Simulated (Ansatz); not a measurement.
This geometry of ClH4NSiZn (8 atoms, charge 0, multiplicity 1) is a first-order saddle point.

Computed with Ansatz 0.2.0, RKS r2SCANh/def2-SVP.

```xyz
8
Properties=species:S:1:pos:R:3
N -0.595 1.411 0.121
Si 0.263 -0.003 0.629
Zn 0.517 -1.656 -1.032
Cl 0.714 -3.139 -2.539
H -0.402 1.919 -0.730
H -1.478 1.668 0.540
H 1.613 0.314 1.201
H -0.539 -0.571 1.755
```

Which two structures does it join? (They come from a converged band through this point; their orientation in space is the band's.)

No bond is made or broken. The height of N1 over the plane of its neighbours goes from 0.26 to -0.25 Å.

Image 0:

```xyz
8
Properties=species:S:1:pos:R:3
N -0.558 1.479 0.265
Si 0.272 -0.005 0.646
Zn 0.372 -1.686 -1.016
Cl 0.440 -3.168 -2.536
H -0.148 2.094 -0.429
H -1.564 1.447 0.136
H 1.671 0.363 1.024
H -0.393 -0.580 1.855
```

Image 8:

```xyz
8
Properties=species:S:1:pos:R:3
N -0.810 1.256 0.035
Si 0.213 -0.018 0.633
Zn 0.548 -1.629 -1.041
Cl 0.845 -3.095 -2.542
H -0.553 1.739 -0.819
H -1.183 1.922 0.704
H 1.543 0.410 1.191
H -0.509 -0.643 1.783
```

How far does it lie above each of them?

0.016 eV above the first and 0.038 eV above the second. This is the barrier of this one path; another mechanism may lie lower.

Run time: 2.8 min on 2 threads of AMD EPYC 7B13 (Zen 3), with other jobs on the host, peak memory 0.28 GiB.
